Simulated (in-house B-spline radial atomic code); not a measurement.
Orbital energies and mean radii along the 29-electron series, configuration [Ar] 3d10 4s1. The effective charge is n√(-2ε), a non-relativistic measure. Computed with a B-spline radial code for spherical atoms: Dirac-Hartree-Fock, average of the configuration, finite nuclei.

```
  ion   Z  energy of 4s1/2 (Eh)  mean radius of 4s1/2 (bohr)  energy of 2p1/2 (Eh)  mean radius of 2p1/2 (bohr)  energy of 3p3/2 (Eh)  mean radius of 3p3/2 (bohr)  energy of 3s1/2 (Eh)  mean radius of 3s1/2 (bohr)  effective charge of 4s1/2
   Cu  29              -0.24477                       3.2615                -36.32                      0.20393               -3.3288                      0.75623               -5.1565                      0.71277                     2.7987
  Zn+  30              -0.62276                       2.5256               -40.083                      0.19578               -4.1835                       0.7185               -6.1429                      0.68104                     4.4641
 Ga2+  31               -1.0925                       2.1471               -44.178                      0.18822               -5.2158                      0.68259               -7.3162                      0.65083                     5.9127
 Ge3+  32               -1.6437                       1.8963               -48.582                      0.18119               -6.3979                      0.64906               -8.6475                      0.62234                     7.2525
 As4+  33               -2.2712                       1.7111               -53.282                      0.17463               -7.7166                      0.61805               -10.123                      0.59567                     8.5252
 Se5+  34               -2.9721                       1.5659               -58.272                       0.1685               -9.1645                      0.58948               -11.734                      0.57079                     9.7522
 Br6+  35               -3.7444                       1.4474                -63.55                      0.16275               -10.737                       0.5632               -13.478                       0.5476                     10.946
 Kr7+  36               -4.5869                       1.3482               -69.113                      0.15735               -12.432                        0.539                -15.35                        0.526                     12.115
 Rb8+  37               -5.4988                       1.2633               -74.961                      0.15226               -14.246                      0.51668               -17.348                      0.50587                     13.265
 Sr9+  38               -6.4797                       1.1896               -81.094                      0.14747               -16.179                      0.49606               -19.473                      0.48708                       14.4
Zr11+  40               -8.6466                       1.0673               -94.217                      0.13865               -20.396                      0.45924               -24.097                      0.45309                     16.634
Nb12+  41               -9.8323                       1.0158               -101.21                      0.13459               -22.679                      0.44275               -26.595                      0.43768                     17.738
Mo13+  42               -11.086                      0.96925               -108.49                      0.13073               -25.078                      0.42737               -29.219                      0.42322                     18.835
Tc14+  43               -12.408                      0.92702               -116.06                      0.12707               -27.593                      0.41301               -31.967                      0.40961                     19.926
Ru15+  44               -13.798                      0.88845               -123.93                      0.12358               -30.223                      0.39955                -34.84                      0.39679                     21.013
Rh16+  45                     ?                            ?                     ?                            ?                     ?                            ?                     ?                            ?                          ?
Pd17+  46                     ?                            ?                     ?                            ?                     ?                            ?                     ?                            ?                          ?
Ag18+  47                     ?                            ?                     ?                            ?                     ?                            ?                     ?                            ?                          ?
Cd19+  48               -20.044                      0.76233               -158.34                      0.11116               -41.894                      0.35336               -47.591                      0.35218                     25.326
In20+  49               -21.777                      0.73626                -167.7                      0.10838               -45.099                       0.3434               -51.096                      0.34244                     26.398
```

Problem. Fill in the row of Rh16+.

Solution. energy of 4s1/2 (Eh): -15.257; mean radius of 4s1/2 (bohr): 0.85307; energy of 2p1/2 (Eh): -132.08; mean radius of 2p1/2 (bohr): 0.12026; energy of 3p3/2 (Eh): -32.968; mean radius of 3p3/2 (bohr): 0.38693; energy of 3s1/2 (Eh): -37.838; mean radius of 3s1/2 (bohr): 0.3847; effective charge of 4s1/2: 22.096.

Problem. Fill in the row of Pd17+.

Solution. energy of 4s1/2 (Eh): -16.784; mean radius of 4s1/2 (bohr): 0.82047; energy of 2p1/2 (Eh): -140.54; mean radius of 2p1/2 (bohr): 0.11709; energy of 3p3/2 (Eh): -35.828; mean radius of 3p3/2 (bohr): 0.37507; energy of 3s1/2 (Eh): -40.962; mean radius of 3s1/2 (bohr): 0.37326; effective charge of 4s1/2: 23.175.

Problem. Fill in the row of Ag18+.

Solution. energy of 4s1/2 (Eh): -18.379; mean radius of 4s1/2 (bohr): 0.79032; energy of 2p1/2 (Eh): -149.29; mean radius of 2p1/2 (bohr): 0.11406; energy of 3p3/2 (Eh): -38.803; mean radius of 3p3/2 (bohr): 0.3639; energy of 3s1/2 (Eh): -44.213; mean radius of 3s1/2 (bohr): 0.36244; effective charge of 4s1/2: 24.252.

Problem. How does the screening of 4s1/2 change?

Solution. Z less the effective charge goes from 26.20 at Z = 29 to 22.60 at Z = 49.
